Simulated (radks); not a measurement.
Effect of the nuclear size on neutral cadmium, [Kr] 4d10 5s2. Calculated with a radial shooting solver on a logarithmic mesh with Libxc functionals: Dirac Kohn-Sham, BLYP, spin-unpolarised, spherical densities, finite nucleus; Fermi nuclear charge, rms radius 4.6087 fm. The rms radius is varied about that value; shifts are against it.

[
 {"rms radius (fm)": "4.005", "total energy shift (eV)": "-0.796", "density at nucleus (e/bohr^3)": "1.628e+05", "1s1/2 shift (meV)": "-334", "2s1/2 shift (meV)": "-37.7", "3p1/2 shift (meV)": "0.456", "4s1/2 shift (meV)": "-1.31", "4p1/2 shift (meV)": "0.127", "5s1/2 shift (meV)": "-0.061"},
 {"rms radius (fm)": "4.4382", "total energy shift (eV)": "-0.234", "density at nucleus (e/bohr^3)": "1.604e+05", "1s1/2 shift (meV)": "-98.5", "2s1/2 shift (meV)": "-11.1", "3p1/2 shift (meV)": "0.134", "4s1/2 shift (meV)": "-0.387", "4p1/2 shift (meV)": "0.037", "5s1/2 shift (meV)": "-0.018"},
 {"rms radius (fm)": "4.6087", "total energy shift (eV)": "0", "density at nucleus (e/bohr^3)": "1.596e+05", "1s1/2 shift (meV)": "0.000", "2s1/2 shift (meV)": "0.000", "3p1/2 shift (meV)": "0.000", "4s1/2 shift (meV)": "0.000", "4p1/2 shift (meV)": "0.000", "5s1/2 shift (meV)": "0.000"},
 {"rms radius (fm)": "4.7654", "total energy shift (eV)": "0.222", "density at nucleus (e/bohr^3)": "1.588e+05", "1s1/2 shift (meV)": "93.4", "2s1/2 shift (meV)": "10.5", "3p1/2 shift (meV)": "-0.127", "4s1/2 shift (meV)": "0.367", "4p1/2 shift (meV)": "-0.035", "5s1/2 shift (meV)": "0.017"},
 {"rms radius (fm)": "5.3784", "total energy shift (eV)": "1.15", "density at nucleus (e/bohr^3)": "1.561e+05", "1s1/2 shift (meV)": "484", "2s1/2 shift (meV)": "54.5", "3p1/2 shift (meV)": "-0.660", "4s1/2 shift (meV)": "1.90", "4p1/2 shift (meV)": "-0.183", "5s1/2 shift (meV)": "0.088"}
]

Slopes of the eigenvalues against <r^2> in GHz/fm^2, as finite differences over the two radii next to the reference (eigenvalue slopes, not the field-shift constants of lines): 1s1/2 15400, 2s1/2 1730, 3p1/2 -21.0, 4s1/2 60.5, 4p1/2 -5.83, 5s1/2 2.80.
